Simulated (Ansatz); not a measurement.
Geometry optimisation, Ansatz, RKS PBE0/6-31G.

Input file:

```yaml
crystal:
  periodic: [false, false, false]
  atoms:
    - { symbol: "N", position_ang: [2.856, -1.4797, 1.3309] }
    - { symbol: C, position_ang: [1.4287, -1.0081, 1.473] }
    - { symbol: O, position_ang: [0.9832, -0.4488, 0.2346] }
    - { symbol: Si, position_ang: [-0.4622, 0.1358, 0.1506] }
    - { symbol: "N", position_ang: [-0.7795, 0.4351, -1.4979] }
    - { symbol: Si, position_ang: [-2.2647, 1.2313, -1.7041] }
    - { symbol: H, position_ang: [3.3607, -0.6239, 0.9958] }
    - { symbol: H, position_ang: [2.8632, -2.0632, 0.5234] }
    - { symbol: H, position_ang: [0.8222, -1.8554, 1.7882] }
    - { symbol: H, position_ang: [1.3833, -0.2631, 2.3048] }
    - { symbol: H, position_ang: [-1.4943, -0.9003, 0.6585] }
    - { symbol: H, position_ang: [-0.6013, 1.3823, 0.9569] }
    - { symbol: H, position_ang: [-0.078, 1.0583, -1.8312] }
    - { symbol: H, position_ang: [-3.3988, 0.3797, -1.1899] }
    - { symbol: H, position_ang: [-2.4154, 1.4358, -3.1503] }
    - { symbol: H, position_ang: [-2.2258, 2.5616, -0.9989] }
basis:
  gaussian: { orbitals: "6-31G" }
hamiltonian:
  xc: pbe0
relax:
  f_tol: 0.02
  max_steps: 40
scf:
  lower_state_search: "off"
```

Run as:

```bash
$ ansatz run input.yaml --threads 1 --pin off --max-ram 2048MiB --backend cpu --events-out ev --progress --plain --runs-dir out
```

Question: Where does it end, and by what steps?

Answer: The run converged. Limits of this set-up: no polarisation functions. After 38 steps the energy has fallen by 1.952 eV; H15 moved furthest, 2.61 Å.

```tsv
step	energy less start (eV)	largest force component (eV/Å)	accepted
0	0.0000	5.722	yes
2	-1.5326	1.261	yes
4	-1.7442	0.309	yes
6	-1.7922	0.260	yes
8	-1.8217	0.115	yes
10	-1.8395	0.411	yes
12	-1.8535	0.102	yes
14	-1.8615	0.188	yes
16	-1.8674	0.073	yes
18	-1.8727	0.130	yes
20	-1.8840	0.248	yes
22	-1.8919	0.238	yes
24	-1.9144	0.205	yes
26	-1.9208	0.429	yes
28	-1.9349	0.130	yes
30	-1.9416	0.154	yes
32	-1.9474	0.064	yes
34	-1.9497	0.077	yes
36	-1.9513	0.034	yes
38	-1.9516	0.015	yes
```

```xyz
16
Properties=species:S:1:pos:R:3
N 1.897 -1.155 -0.135
C 1.463 -1.062 1.212
O 0.012 -0.995 1.397
Si -0.943 0.434 1.242
N -0.752 1.298 -0.291
Si -1.292 0.724 -1.887
H 1.806 -0.326 -0.702
H 1.661 -2.007 -0.621
H 1.765 -1.956 1.759
H 1.930 -0.185 1.680
H -2.338 -0.080 1.391
H -0.558 1.445 2.294
H -0.290 2.198 -0.250
H -2.285 -0.375 -1.651
H -0.167 0.173 -2.731
H -1.930 1.847 -2.661
```

Whether the end is a true minimum wasn't checked by a vibrational analysis.

Run time: 3 min on 1 thread of Arm Neoverse V2, with other jobs on the host, peak memory 0.18 GiB.
